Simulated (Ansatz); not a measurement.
CH5BN2, SMILES `B1NCN1`, relaxed with RKS PBE-D4/def2-SVP in Ansatz from a rough embedded geometry. The force threshold is 0.03 eV/Å; the program also tests the step.

The species carries charge 0 and has multiplicity 1.

Start:

```xyz
9

B     0.647   -0.878    0.413
N    -0.458   -0.053    0.972
C    -0.727    0.337   -0.378
N     0.267   -0.357   -0.934
H     1.556   -1.591    0.872
H    -0.001    0.741    1.506
H    -1.753    0.032   -0.672
H    -0.620    1.486   -0.473
H     1.089    0.283   -1.305
```

| step | energy (eV) | largest force (eV/Å) | largest move (Å) |
| --- | --- | --- | --- |
| 1 | -4764.2350 | 7.081 | 0.000 |
| 2 | -4765.0832 | 2.327 | 0.195 |
| 3 | -4765.4310 | 1.246 | 0.200 |
| 4 | -4765.6008 | 0.971 | 0.195 |
| 5 | -4765.7195 | 0.391 | 0.200 |
| 6 | -4765.7585 | 0.436 | 0.200 |
| 7 | -4765.7693 | 0.911 | 0.127 |
| 8 | -4765.7928 | 0.522 | 0.061 |
| 9 | -4765.7991 | 0.143 | 0.021 |
| 10 | -4765.7999 | 0.020 | 0.008 |

End:

```xyz
9

B     0.815   -0.692    0.431
N    -0.358   -0.064    0.991
C    -0.621    0.523   -0.327
N     0.577   -0.122   -0.874
H     1.673   -1.418    0.883
H    -0.580    0.395    1.873
H    -1.580    0.189   -0.791
H    -0.586    1.639   -0.351
H     0.660   -0.452   -1.834
```

It took 9.5 s on 4 threads of a server CPU on a shared host, with 0.17 GiB of host memory at the peak.
